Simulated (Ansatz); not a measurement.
The same path of C$_{3}$H$_{7}$F$_{3}$Si (14 atoms, charge 0, multiplicity 1) was run twice with different band settings. The coordinate that changes most is the dihedral H11–Si2–C4–C5.

Computed with Ansatz, RKS BHLYP/def2-SVP.

Relaxed end points:

```xyz
14
Properties=species:S:1:pos:R:3
C -0.193 -2.004 0.123
Si 0.578 -0.511 0.903
F 2.126 -0.399 0.437
C -0.271 1.091 0.297
C -0.096 1.477 -1.142
F -1.606 0.936 0.556
F 0.147 2.125 1.078
H -0.095 -1.977 -0.966
H -1.258 -2.049 0.371
H 0.281 -2.921 0.482
H 0.540 -0.531 2.375
H 0.962 1.630 -1.362
H -0.487 0.698 -1.799
H -0.642 2.405 -1.326
```

```xyz
14
Properties=species:S:1:pos:R:3
C -0.369 -2.138 0.714
Si 0.662 -0.642 0.373
F 1.700 -0.936 -0.837
C -0.453 0.789 -0.226
C 0.207 2.014 -0.785
F -1.312 0.289 -1.161
F -1.228 1.148 0.843
H -0.946 -2.403 -0.176
H -1.072 -1.930 1.526
H 0.249 -2.993 1.001
H 1.456 -0.179 1.527
H 0.847 2.477 -0.032
H 0.812 1.749 -1.653
H -0.566 2.727 -1.085
```

Common settings: spring 5.0 eV/Å²; optimiser quadratic models (default); start path through a guess of the saddle point; force threshold 0.05 eV/Å; end points relaxed.

| run | movable images | climbing image | iteration limit |
| --- | --- | --- | --- |
| 1 | 7 | yes | 44 |
| 2 | 8 | no | 43 |

(1) What does each run give, and how far can it be trusted?

Results:

(1) Run 1: converged after 6 iterations, highest image 0.038 eV above the first end. A vibrational analysis at the climbing image gives one clearly imaginary mode, 43i cm⁻¹: a first-order saddle point.
Run 2: converged after 5 iterations, highest image 0.038 eV above the first end. No image climbed, so the highest image needn't sit at the top of the path.
